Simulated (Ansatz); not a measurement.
Consider the formal hydrolysis of a Zr–N bond: `[NH2][Zr]([OH])([OH])[F]` + H₂O → `[OH][Zr]([OH])([OH])[F]` + NH₃.

Gas-phase electronic energies from Ansatz, PBE0-D4/def2-TZVP geometries. CCSD(T)/CBS adds triple-zeta CCSD(T) − MP2 to the extrapolated MP2 energy (def2 sets, frozen cores). This one scheme is used for every species. Functionals use def2-TZVPP. def2 core potentials past Kr. For Zr outer-core shells are correlated without core-valence functions, which leaves a few kJ/mol of doubt a bond. Each species was taken in one conformer, which may not be the lowest.

(1) Is it downhill or uphill in electronic energy at CCSD(T)/CBS, and by how much? (An estimate is asked.)

(2) What do these levels give: revPBE-D4, r2SCAN-D4, revPBE, r2SCANh, r2SCAN0, CAM-B3LYP, HF/def2-SVP, MP2/def2-SVP, MP2/def2-TZVPP, SCS-MP2/def2-TZVPP, CCSD/def2-TZVPP, CCSD(T)/def2-TZVPP? (Estimate.)

Largest T1 diagnostic among the species: 0.017.

Answers

(1) Ansatz gave: Downhill: ΔE = -67.3 kJ/mol.

(2) Computed: revPBE-D4 -65.0, r2SCAN-D4 -71.1, revPBE -67.8, r2SCANh -71.3, r2SCAN0 -71.0, CAM-B3LYP -75.6, HF/def2-SVP -83.3, MP2/def2-SVP -81.7, MP2/def2-TZVPP -69.1, SCS-MP2/def2-TZVPP -70.6, CCSD/def2-TZVPP -69.4, CCSD(T)/def2-TZVPP -68.5 kJ/mol.

In def2-TZVPP, CCSD(T) changes the Hartree–Fock value by +8.7 kJ/mol (the triples alone add +0.9 kJ/mol) and MP2 by +8.0 kJ/mol. Leaving LDA and LC-ωPBE aside and taking each functional with its dispersion term where it has one, the values, not all of them listed here, spread over 9.1 kJ/mol, from CAM-B3LYP-D4 to revPBE-D4.
